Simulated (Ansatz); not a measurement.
The cluster LiAg6⁺, relaxed as a singlet with RKS r2SCAN-D4/def2-SVP in Ansatz, starting from the GFN1-xTB geometry. Force threshold 0.02 eV/Å.

In the def2 sets Ag takes a core potential; there is no spin–orbit coupling. The restricted singlet is unstable towards broken spin symmetry in Hartree–Fock (as tested in another run); at r2SCAN-D4/def2-SVP this wasn't settled. Another isomer (singlet) lies 0.49 eV lower at PBE0-D4/def2-TZVP; other spin states weren't run for this one.

Start:

```csv
atom,x (Å),y (Å),z (Å)
Li1,0.7109,-1.6181,-1.9941
Ag2,-0.6735,2.5938,-0.5300
Ag3,0.0180,0.0072,0.0050
Ag4,0.7892,-2.5678,0.4830
Ag5,-0.1927,-0.9919,2.5363
Ag6,0.2514,0.9419,-2.5515
Ag7,-0.9032,1.6349,2.0513
```

Q: Estimate the energy that the relaxation releases and the steps that it takes.

A: 11.2 kJ/mol, in 10 steps; 93 s on 4 threads of Arm Neoverse V1 on a shared host. The force fell under the threshold at step 3, but the optimiser went on and released 0.045 eV more. No frequencies were taken in this run, so the end may be a saddle point.

Q: Does the start keep its bonding and symmetry?

A: By distances, no bond broke or formed. The bond that changes most is Li1–Ag4, from 2.65 to 2.84 Å (atoms count from 1). Point group Cs at the start, Cs at the end, both within 0.05 Å.

Q: Predict the relaxed structure.

A: 
Cartesian coordinates in Å:
```
Li -0.0337 -1.6728 -1.9387
Ag -0.8510 2.3950 -0.5993
Ag 0.2878 0.0791 0.0439
Ag 1.2013 -2.3634 0.5188
Ag -0.3554 -1.0497 2.3646
Ag 0.7141 1.0241 -2.3956
Ag -0.9631 1.5877 2.0063
```
Bond lengths (bridged metal pairs left out): 9 × Ag–Ag 2.65 to 2.77 Å; 3 × Ag–Li 2.67 to 2.84 Å.
